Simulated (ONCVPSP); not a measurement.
## Cutoff test, barium, ONCV

```json
{"Element": "Ba", "Generator": "ONCVPSP 4.0.1", "Type": "optimised norm-conserving Vanderbilt (ONCV)", "Functional": "PBE", "Relativity": "scalar-relativistic", "Frozen core": "[Kr] 4d10", "Valence charge": "10", "Reference configuration": "5s2 5p6 6s2", "Partial waves": "5s+6s: rc 2.65 bohr, ncon 3, nbas 6, qcut 3.4 1/bohr, 2 projectors; 5p: rc 2.50 bohr, ncon 3, nbas 6, qcut 7 1/bohr, 2 projectors, debl 2.3 Ha; d scattering state at 0.14 Ha: rc 2.70 bohr, ncon 4, nbas 7, qcut 3.1 1/bohr, 1 projector", "Local potential": "polynomial inside 2.40 bohr (lpopt 5, dvloc0 3 Ha)", "Core correction": "Teter function, fcfact 4.5, rcfact 1.35"}
```

In the d channel the program set the typed energies aside and used 0.050 Ha.

Question: For each optimised wave give the share of its norm inside rc, the residual kinetic energy above qcut (Ha) and the cutoffs (Ha) for errors of 10, 1, 0.1 and 0.01 mHa per electron.

Answer:

```json
{"wave": "5s", "norm inside rc": "0.953", "residual KE": "9.0e-05", "10 mHa": "1.7", "1 mHa": "3.5", "0.1 mHa": "5.8", "0.01 mHa": "18.8"}
{"wave": "6s", "norm inside rc": "0.065", "residual KE": "1.3e-04", "10 mHa": "1.4", "1 mHa": "3.6", "0.1 mHa": "6.0", "0.01 mHa": "16.4"}
{"wave": "5p", "norm inside rc": "0.824", "residual KE": "2.4e-08", "10 mHa": "7.3", "1 mHa": "11.2", "0.1 mHa": "13.8", "0.01 mHa": "15.9"}
{"wave": "p projector 2", "norm inside rc": "0.189", "residual KE": "3.7e-09", "10 mHa": "9.6", "1 mHa": "13.7", "0.1 mHa": "16.5", "0.01 mHa": "18.7"}
{"wave": "d projector 1", "norm inside rc": "0.078", "residual KE": "2.8e-04", "10 mHa": "2.5", "1 mHa": "4.0", "0.1 mHa": "5.7", "0.01 mHa": "17.5"}
```

The occupied waves need 11 Ha and 14 Ha for 1 and 0.1 mHa.
